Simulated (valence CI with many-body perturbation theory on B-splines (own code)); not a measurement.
## Se19+: one-electron terms

Calculated by configuration interaction combined with many-body perturbation theory (CI+MBPT): five valence electrons over a frozen Dirac-Fock core [Ne], radial functions for each j: 11 s, 11 p, 10 d, 8 f, 5 g, 2 h, with the one-electron correlation potential Σ1, the two-electron term Σ2, the three-electron term Σ3, Breit, model QED; selected CI, second order for the rest, scaled by the run's own slope (own B-spline code, finite nucleus).

No measured spectrum was set against this ion. As an estimate, levels of excited configurations hold to 0.05 to 0.15 % of their energy, terms of the ground configuration to about 0.5 %. Among the levels kept, up to 3400 cm⁻¹ of a level comes from second order outside the variational space, and about a tenth of that is noise between levels of different J, which matters for small intervals.

These are the spectroscopic orbitals of the CI (the correlating ones are not listed), shaped by the core and the other valence electrons. h is the expectation value of the core's Dirac-Fock operator, without the valence repulsion; Σ1 is computed up to l = 3 at one energy for each symmetry, that of its lowest orbital but kept below the first core excitation, so for empty shells it is not the orbital's own correlation shift; Breit and QED include the response of the core.

```csv
Orbital,h (hartree),Σ1 (cm⁻¹),Breit (cm⁻¹),QED (cm⁻¹),⟨r⟩ (bohr)
3s1/2,-38.006,-5533,2535,1748,0.4964
4s1/2,-20.285,-1696,918,646,0.9544
5s1/2,-12.581,-740,422,301,1.569
6s1/2,-8.5642,-395,231,165,2.331
7s1/2,-6.2044,-236,140,100,3.242
8s1/2,-4.701,-153,91.5,65.6,4.303
3p1/2,-36.076,-6645,4070,-115,0.4842
4p1/2,-19.48,-2035,1493,-41.1,0.9603
5p1/2,-12.18,-907,707,-19.3,1.589
6p1/2,-8.3359,-489,392,-10.6,2.366
7p1/2,-6.0624,-295,240,-6.5,3.293
8p1/2,-4.6068,-192,158,-4.3,4.368
3p3/2,-35.707,-6418,2530,38.8,0.4900
4p3/2,-19.333,-1986,914,15.4,0.9682
5p3/2,-12.108,-889,441,7.5,1.599
6p3/2,-8.2949,-481,244,4.2,2.378
7p3/2,-6.0369,-290,149,2.6,3.307
8p3/2,-4.5899,-189,97.9,1.7,4.385
3d3/2,-33.131,-7548,1617,-77.2,0.4399
4d3/2,-18.33,-1992,565,-26.4,0.9467
5d3/2,-11.62,-876,270,-12.5,1.598
6d3/2,-8.0196,-470,150,-7.0,2.398
7d3/2,-5.8662,-284,92.2,-4.3,3.348
3d5/2,-33.06,-7372,693,-35.4,0.4415
4d5/2,-18.3,-1943,241,-10.6,0.9486
5d5/2,-11.604,-854,116,-4.8,1.601
6d5/2,-8.0105,-459,64.6,-2.6,2.401
7d5/2,-5.8605,-277,39.7,-1.6,3.351
4f5/2,-17.771,-1255,28.9,-5.2,0.8574
5f5/2,-11.338,-639,20.5,-3.0,1.526
6f5/2,-7.8585,-367,13.4,-1.8,2.341
7f5/2,-5.7657,-229,9.0,-1.2,3.307
4f7/2,-17.76,-1244,2.5,0.6,0.8582
5f7/2,-11.332,-632,1.8,0.0,1.527
6f7/2,-7.8551,-363,1.1,-0.1,2.342
7f7/2,-5.7636,-227,0.8,-0.1,3.308
5g7/2,-11.232,,0.3,-0.9,1.365
6g7/2,-7.8025,,0.3,-0.5,2.185
7g7/2,-5.7318,,0.3,-0.3,3.157
5g9/2,-11.229,,0.0,0.6,1.365
6g9/2,-7.8006,,0.0,0.4,2.186
7g9/2,-5.7306,,0.0,0.2,3.158
6h9/2,-7.782,,,,1.948
6h11/2,-7.7808,,,,1.948
```

Among the shells of the start configuration 3s2 3p3, Σ1 is largest in size for 3p1/2, where it is 0.084 % of h.

Lowest root of each symmetry, sizes in configuration state functions:

| J | Parity | Roots | Reference | Variational | Second order | Change by selected CI (cm⁻¹) | Change by second order (cm⁻¹) |
| --- | --- | --- | --- | --- | --- | --- | --- |
| 1/2 | even | 12 | 92 | 31986 | 1032601 | -10778 | -324 |
| 3/2 | even | 16 | 146 | 31959 | 1828424 | -10062 | -825 |
| 5/2 | even | 14 | 157 | 31919 | 2346313 | -9910 | -992 |
| 7/2 | even | 9 | 123 | 31958 | 2266653 | -13921 | -1274 |
| 9/2 | even | 5 | 82 | 31956 | 2287546 | -14698 | -1110 |
| 11/2 | even | 2 | 37 | 32719 | 1966815 | -9886 | -662 |
| 13/2 | even | 1 | 15 | 33039 | 723065 | -10400 | -328 |
| 1/2 | odd | 22 | 80 | 31812 | 1733503 | -13698 | -812 |
| 3/2 | odd | 34 | 131 | 31977 | 3336351 | -10611 | -1048 |
| 5/2 | odd | 32 | 132 | 31672 | 3797706 | -11638 | -1893 |
| 7/2 | odd | 24 | 104 | 31839 | 3906045 | -8049 | -1142 |
| 9/2 | odd | 12 | 62 | 31987 | 3412332 | -8203 | -893 |
| 11/2 | odd | 4 | 30 | 32061 | 2599527 | -15055 | -1324 |
